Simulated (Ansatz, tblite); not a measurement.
Spin states of Au₂S (the lowest singlet isomer of a short search), each relaxed with PBE-D4/def2-TZVP in Ansatz. Electronic energies in the gas phase.

In the def2 sets Au takes a core potential; there is no spin–orbit coupling. The xTB rows come from tblite. LC-ωPBE has ω = 0.4 bohr⁻¹. The structure comes from a short search, and lower isomers may exist.

Singlet geometry (C2v within 0.1 Å):

| atom | x (Å) | y (Å) | z (Å) |
| --- | --- | --- | --- |
| Au1 | 0.915 | 1.417 | 0.155 |
| Au2 | -0.449 | -1.245 | -1.057 |
| S3 | -0.465 | -0.172 | 0.902 |

Triplet geometry (C2v within 0.1 Å):

```csv
atom,x (Å),y (Å),z (Å)
Au1,-0.352,1.855,0.748
Au2,0.758,-1.873,-0.203
S3,-0.407,0.018,-0.546
```

Quintet geometry (C2v within 0.1 Å):

Cartesian coordinates in Å:
```
Au -1.409 0.538 -0.047
Au 0.702 -0.806 -1.065
S 0.707 0.268 1.112
```

⟨S²⟩: triplet 2.01 at PBE0-D4/def2-TZVP (pure 2.00), quintet 6.02 at PBE0-D4/def2-TZVP (pure 6.00).

Only these spin states were relaxed. The triplet has other bonds than the singlet, so the gap mixes isomer and spin.

Q: Estimate which spin state lies lowest at each of these levels, and by how much: GFN1-xTB; GFN2-xTB; PBE-D4/def2-TZVP; r2SCAN-D4/def2-TZVP; B97M-V/def2-TZVP; PBE0-D4/def2-TZVP; CAM-B3LYP-D4/def2-TZVP; LC-ωPBE/def2-TZVP.

A: 
```
                 level  triplet − singlet (kJ/mol)  quintet − singlet (kJ/mol)  lowest of these
              GFN1-xTB                       205.2                       401.2          singlet
              GFN2-xTB                       276.5                       571.8          singlet
      PBE-D4/def2-TZVP                       104.4                       283.9          singlet
   r2SCAN-D4/def2-TZVP                       106.8                       263.3          singlet
      B97M-V/def2-TZVP                       121.9                       304.9          singlet
     PBE0-D4/def2-TZVP                       126.5                       301.9          singlet
CAM-B3LYP-D4/def2-TZVP                       136.1                       304.6          singlet
     LC-ωPBE/def2-TZVP                       157.1                       308.7          singlet
```

Change of the quintet − singlet gap on mixing in exact exchange, in kJ/mol: PBE to PBE0 (25 % exact exchange) 18.0. The xTB methods have no term that favours high spin, so they put low spin too low.
